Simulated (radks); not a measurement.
Values are calculated unless marked as measured or tabulated.
The praseodymium anion Pr- inside a hard spherical wall (all orbitals vanish at R), configuration held at [Xe] 4f4 6s2 and not refilled when levels cross. Code: a radial shooting solver on a logarithmic mesh with Libxc functionals. Model: scalar-relativistic Kohn-Sham, PBE, spin-unpolarised, spherical densities, finite nucleus; Fermi nuclear charge, rms radius 4.8919 fm. Eigenvalues in eV, with the zero of energy where the potential of the charges vanishes at infinity; a dash marks a level that is unbound or too diffuse for the functional's potential to be trusted. A positive occupied level is held by the wall or, in an anion where self-interaction has pushed it up, behind a barrier. The pressure on the wall is -dE/dV.

R (bohr) = 15: E (hartree) -9236.7941; kinetic (hartree) 9809.289; e(5s) -34.515; e(5p) -17.119; e(6s) -0.094; e(6p, empty) -; e(5d, empty) -; e(4f) 3.437; pressure (GPa) 0.0612
R (bohr) = 12: E (hartree) -9236.7721; kinetic (hartree) 9809.284; e(5s) -33.265; e(5p) -15.931; e(6s) 0.559; e(6p, empty) -; e(5d, empty) -; e(4f) 4.728; pressure (GPa) 0.163
R (bohr) = 10: E (hartree) -9236.7435; kinetic (hartree) 9809.332; e(5s) -31.944; e(5p) -14.669; e(6s) 1.300; e(6p, empty) -; e(5d, empty) -; e(4f) 6.070; pressure (GPa) 0.484
R (bohr) = 8: E (hartree) -9236.6736; kinetic (hartree) 9809.499; e(5s) -29.763; e(5p) -12.595; e(6s) 2.821; e(6p, empty) 5.328; e(5d, empty) 5.086; e(4f) 8.297; pressure (GPa) 2.08
R (bohr) = 7: E (hartree) -9236.5955; kinetic (hartree) 9809.697; e(5s) -28.143; e(5p) -11.075; e(6s) 4.295; e(6p, empty) 7.418; e(5d, empty) 6.478; e(4f) 9.988; pressure (GPa) 5.04
R (bohr) = 5: E (hartree) -9236.0955; kinetic (hartree) 9811.149; e(5s) -22.860; e(5p) -6.216; e(6s) 12.153; e(6p, empty) 18.375; e(5d, empty) 12.059; e(4f) 15.825; pressure (GPa) 50.3
R (bohr) = 2.5: E (hartree) -9224.5124; kinetic (hartree) 9848.330; e(5s) 13.974; e(5p) 34.125; e(6s) 123.11; e(6p, empty) 146.71; e(5d, empty) 66.703; e(4f) 58.789; pressure (GPa) 7610
R (bohr) = 2: E (hartree) -9206.4347; kinetic (hartree) 9901.257; e(5s) 55.267; e(5p) 82.416; e(6s) 250.68; e(6p, empty) 283.62; e(5d, empty) 128.32; e(4f) 95.307; pressure (GPa) 35400
